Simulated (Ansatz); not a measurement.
`[SH][GaH][BH][SeH]` + `C=C` → `C=CB[SeH]` + `[SH][GaH2]`  (formal exchange of groups at a B–Ga bond)

Isolated molecules relaxed with PBE0-D4/def2-TZVP in Ansatz; ΔE leaves out vibrations. CBS: MP2 limit from def2 TZ/QZ plus the TZ coupled-cluster correction, frozen cores. This one scheme is used for every species. Functionals use def2-TZVPP. For Ga, Se outer-core shells are correlated without core-valence functions, which leaves a few kJ/mol of doubt a bond. Scalar relativity is left out up to krypton. One conformer a species, not always the lowest.

| level | ΔE (kcal/mol) | difference from CCSD(T)/CBS |
| --- | --- | --- |
| B97M-V | -9.3 | -4.0 |
| BHLYP-D4 | -7.1 | -1.8 |
| PBE-QIDH | -7.0 | -1.7 |
| r2SCAN0 | -7.4 | -2.1 |
| BHLYP | -8.1 | -2.8 |
| CAM-B3LYP | -7.9 | -2.6 |
| LC-ωPBE | -6.4 | -1.1 |
| RPA@PBE/def2-TZVPP | -5.4 | -0.1 |
| CCSD/def2-SVP | -7.3 | -2.0 |
| CCSD(T)/def2-TZVPP | -5.9 | -0.6 |
| CCSD(T)/CBS | -5.3 | 0 |

Largest T1 diagnostic among the species: 0.014.

In def2-TZVPP, CCSD(T) changes the Hartree–Fock value by +3.2 kcal/mol (the triples alone add +0.2 kcal/mol) and MP2 by +2.1 kcal/mol. Leaving LDA and LC-ωPBE aside and taking each functional with its dispersion term where it has one, the values, not all of them listed here, spread over 3.4 kcal/mol, from B97M-V to PBE-D4. LDA lies −1.7 kcal/mol from PBE without D4. From BLYP to BHLYP (50 % exact exchange), in def2-TZVPP and without D4, ΔE moves by −1.4 kcal/mol.

CCSD(T)/CBS has its own doubt, a few kJ/mol and more with outer-core shells, so smaller differences from it don't rank the levels.
